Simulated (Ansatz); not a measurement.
Two isomers of CH9NOSi2: A = `C[SiH](N)O[SiH3]`, B = `N[SiH2][SiH2]CO`.

Isolated molecules relaxed with PBE0-D4/def2-TZVP in Ansatz; ΔE leaves out vibrations. CBS: MP2 limit from def2 TZ/QZ plus the TZ coupled-cluster correction, frozen cores. Functionals use def2-TZVPP. B3LYP here is the variant with VWN-RPA as its local correlation; programs differ in this. Each species was taken in one conformer, which may not be the lowest.

A:

```xyz
14

C    -1.771    0.824   -0.971
Si   -0.638    0.325    0.409
N    -0.916   -1.307    0.831
O     0.899    0.635   -0.105
Si    2.391   -0.018    0.002
H    -2.816    0.767   -0.659
H    -1.558    1.846   -1.292
H    -1.637    0.170   -1.837
H    -0.845    1.112    1.651
H    -0.662   -1.676    1.732
H    -1.032   -2.035    0.146
H     2.715   -0.386    1.408
H     2.495   -1.242   -0.838
H     3.375    0.984   -0.477
```

B:

```xyz
14

N     0.206    2.360   -1.702
Si    0.797    1.039   -0.757
Si   -0.846   -0.422    0.081
C    -0.089   -1.916    0.981
O     0.724   -1.522    2.080
H    -0.290    2.170   -2.559
H    -0.208    3.146   -1.226
H     1.556    1.625    0.380
H     1.724    0.238   -1.605
H    -1.734   -0.900   -1.023
H    -1.716    0.297    1.064
H     0.566   -2.460    0.296
H    -0.869   -2.625    1.291
H     0.179   -1.029    2.699
```

(1) Which is lower in electronic energy at CCSD(T)/CBS, and by how much? (Best estimate.)

(2) Give E(B) − E(A) in kcal/mol with r2SCAN-D4, HF/def2-TZVPP, CCSD/def2-TZVPP, B3LYP, ωB97M-V, MP2/def2-TZVPP, PBE0-D4. (Estimate.)

Largest T1 diagnostic: 0.012.

Results:

(1) Computed: A, by 83.7 kcal/mol.

(2) Ansatz gave: r2SCAN-D4 81.6, HF/def2-TZVPP 90.1, CCSD/def2-TZVPP 84.2, B3LYP 81.3, ωB97M-V 83.6, MP2/def2-TZVPP 87.0, PBE0-D4 77.0. None reverses the order clearly.

From PBE to PBE0 (25 % exact exchange), in def2-TZVPP and without D4, E(B) − E(A) moves by +4.1 kcal/mol. In def2-TZVPP, CCSD(T) changes the Hartree–Fock value by −7.1 kcal/mol (the triples alone add −1.2 kcal/mol) and MP2 by −3.1 kcal/mol.
